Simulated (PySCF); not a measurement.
Mg(NH2)(SH) (H3MgNS), SMILES [NH2][Mg][SH].

Geometry optimised at B3LYP-D3(BJ)/def2-TZVP. The values are those of a single conformer.

Method: ωB97X/def2-TZVPD in PySCF.

Computed frontier levels, gap, dipole moment and polarisability:
| Item | Result |
|---|---|
| highest occupied level | -9.08 eV |
| lowest empty level | 0.42 eV |
| orbital gap | 9.50 eV |
| dipole moment | 1.92 D |
| quadrupole, principal values (traceless, Buckingham form, about the centre of nuclear charge) | -10.04, 5.00, 5.04 D·Å |
| mean static polarisability | 57.1 bohr³ (8.46 Å³) |
| polarisability, principal values | 50.9, 53.2, 67.2 bohr³ |
